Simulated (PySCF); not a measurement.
Gas-phase reaction: GeI4 + 3 F → GeF3 + 2 I2

Energies from PySCF (xtb for GFN2), thermal terms from the rigid-rotor harmonic-oscillator model, ideal gas at 1 bar. † marks an energy on the PBE0/def2-TZVP geometry and frequencies; other levels use their own. MP2 and CCSD(T) freeze the core. Open shells (unrestricted): F (multiplicity 2), GeF3 (multiplicity 2); the rest are closed-shell singlets. GFN2 has no spin-polarisation term. Spin-orbit splitting is ignored; it lowers the true energy and changes the entropy of F. I: scalar-relativistic def2 core potential, no spin-orbit coupling. Ge: all electrons, no relativistic terms. GeF3: computed as isolated molecules; such fragments, hydroxides, amides, oligomers or adducts are transient or little studied in the gas. MP2 isn't extrapolated to the basis-set limit. CCSD(T) isn't extrapolated to the basis-set limit.

CCSD(T)/def2-SVP† gives ΔH°(298 K) = -671 kJ.

### Question
What do r2SCAN/def2-TZVP†, MP2/def2-SVP†, GFN2-xTB give?

### Answer
r2SCAN/def2-TZVP†: -776 kJ; MP2/def2-SVP†: -720 kJ; GFN2-xTB: -760 kJ. For scale, ΔH°(298 K) is -671 kJ at this level, -771 kJ at ωB97M-V/def2-TZVP†, and runs from -989 to -443 kJ over the 17 levels computed.
